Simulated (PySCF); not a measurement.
C5H5FO, SMILES C#C[C@@]1(F)CCO1. Geometry: ωB97X-D3(BJ)/def2-SVP. The structure was generated by enumeration; whether it is a known compound was not checked.

Q: Give the equilibrium geometry at ωB97X-D3(BJ)/def2-SVP (PySCF confirms it by a frequency run) as Cartesian coordinates in Å. (An estimate is asked for; the answer gives what the named calculation found.)

A: 
```xyz
12

C      1.8539     0.1731     1.8736
C      1.1057     0.0380     0.9360
C      0.1587    -0.1436    -0.1806
F      0.8113    -0.7842    -1.2029
C     -1.2200    -0.7606     0.1080
C     -1.7514     0.5642    -0.4593
O     -0.4077     1.0559    -0.6306
H      2.5274     0.3001     2.7038
H     -1.4081    -1.6607    -0.4912
H     -1.4298    -0.9476     1.1685
H     -2.2894     0.5004    -1.4189
H     -2.3216     1.1922     0.2430
```
Charge 0, spin multiplicity 1.
